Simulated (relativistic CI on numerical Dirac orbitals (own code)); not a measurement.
**Mo²⁰⁺: computed level list**

These numbers are calculated, not measured: Dirac-Coulomb-Breit CI, separate exchange-only KLI orbitals for each configuration, model QED (radiative potential, 1s self-energy scaled to tabulated hydrogen-like ionisation energies), unscaled Slater integrals (own radial code, finite nucleus).

CI space (outside the closed core [Ne]): 3s2 3p6 3d4, 3s2 3p5 3d5, 3s 3p6 3d5, 3s2 3p6 3d3 4s, 3s2 3p6 3d3 4p, 3s2 3p6 3d3 4d, 3s2 3p6 3d3 4f, 3s2 3p5 3d4 4s, 3s2 3p5 3d4 4p, 3s2 3p6 3d2 4s 4p, 3s2 3p6 3d3 5s, 3s2 3p6 3d3 5p, 3s 3p6 3d4 4s, 3s2 3p6 3d3 5d, 3s2 3p6 3d2 4p 4d, 3s2 3p6 3d3 5g, 3s2 3p6 3d3 6s, 3s 3p6 3d4 4d, 3p6 3d6, 3p5 3d7, 3s2 3p6 3d2 4s2, 3s2 3p6 3d 4s2 4p, 3s2 3p6 3d 4s2 4d, 3s2 3p6 3d 4s2 4f, 3s2 3p6 3d2 4p2, 3s2 3p6 3d 4s 4p2, 3s2 3p6 3d 4p3, 3s2 3p6 3d 4p2 4d, 3s2 3p6 3d 4p2 4f, 3s2 3p6 3d2 4s 4d, 3s2 3p6 3d 4s 4p 4d, 3s2 3p6 3d 4s 4d2, 3s2 3p6 3d 4s 4d 4f, 3p6 3d5 4s, 3p5 3d6 4s, 3s2 3p6 3d2 4d2, 3s2 3p6 3d 4p 4d2, 3s2 3p6 3d 4d3, 3s2 3p6 3d 4d2 4f, 3p6 3d5 4d, 3p5 3d6 4d, 3s 3p6 3d3 4s2, 3s 3p6 3d2 4s2 4p, 3s 3p6 3d2 4s2 4d, 3s 3p6 3d2 4s2 4f. Double excitations out of closed p, d and f shells are left out; levels of such configurations are missing from the list, as are those of other unlisted configurations, and high levels can miss mixing partners. These lack a partner that the ground configuration has and come out too high: 3s2 3p5 3d4 4p.

The lowest level is 3s2 3p6 3d4 5D_0, with 81 % of that term; Hund's rules for 3s2 3p6 3d4 give 5D with J = 0, in agreement.

```tsv
No.	Configuration	Term	J	E (cm⁻¹)	%	Next component (%)	Landé g
1	3s2 3p6 3d4	5D	0	0.0	81	18 3P	
2	3s2 3p6 3d4	5D	1	9355.5	91	9 3P	1.497
3	3s2 3p6 3d4	5D	2	19625.2	96	2 3P	1.488
4	3s2 3p6 3d4	5D	3	29222.6	94	3 3F	1.479
5	3s2 3p6 3d4	5D	4	37633.7	88	11 3F	1.463
6	3s2 3p6 3d4	3P	0	73978.3	68	18 5D	
7	3s2 3p6 3d4	3H	4	81551.5	61	15 3G	0.921
8	3s2 3p6 3d4	3H	5	97436.0	81	19 3G	1.063
9	3s2 3p6 3d4	3G	3	98108.3	58	37 3F	0.897
10	3s2 3p6 3d4	3P	1	99095.4	86	7 5D	1.433
11	3s2 3p6 3d4	3F	2	102418.2	84	10 1D	0.732
12	3s2 3p6 3d4	3H	6	104880.8	84	16 1I	1.137
13	3s2 3p6 3d4	3F	4	113672.8	37	29 3G	1.075
14	3s2 3p6 3d4	3G	4	122419.1	43	30 1G	1.085
15	3s2 3p6 3d4	3P	2	122721.4	64	32 3D	1.366
16	3s2 3p6 3d4	3F	3	127997.5	62	33 3G	0.978
17	3s2 3p6 3d4	3G	5	137568.0	81	19 3H	1.166
18	3s2 3p6 3d4	3D	3	138562.0	84	5 3G	1.277
19	3s2 3p6 3d4	3D	2	146525.5	41	27 3P	1.184
20	3s2 3p6 3d4	1I	6	148955.5	84	16 3H	1.024
21	3s2 3p6 3d4	3D	1	152122.3	92	6 3P	0.572
22	3s2 3p6 3d4	1G	4	168004.7	56	25 3F	1.050
23	3s2 3p6 3d4	1S	0	170889.1	82	17 3P	
24	3s2 3p6 3d4	1D	2	184204.7	55	16 3P	1.063
25	3s2 3p6 3d4	1F	3	194161.9	76	10 3D	1.032
26	3s2 3p6 3d4	3P	2	217415.5	85	7 1D	1.407
27	3s2 3p6 3d4	3F	4	224108.2	86	12 1G	1.215
28	3s2 3p6 3d4	3F	2	231297.1	83	11 1D	0.745
29	3s2 3p6 3d4	3F	3	234917.9	84	14 1F	1.071
30	3s2 3p6 3d4	3P	1	240108.7	99	1 3D	1.490
```

Energies count from the lowest computed level.

The mean weight of the leading LS term, summed over parents, in these 30 levels is 76 %, and that of the leading jj configuration (from the same eigenvectors) 65 %, so LS coupling describes them better.

At this charge energies of transitions that change n are usually good to better than 1 %, and those within a shell (Δn = 0) to a few per cent. Terms inside the open d or f shell come out 10 to 20 % too wide with unscaled integrals.

Landé's interval rule says that E(J) − E(J−1) = AJ with one A. For the ground term the intervals give A = 9355.5, 5134.8, 3199.1, 2102.8 cm⁻¹ for J = 1, 2, 3, 4; the multiplet is regular.

LS names give the leading component of a level, which can be under half, so a name can repeat, a term be missing and a line seem to break the LS rules.
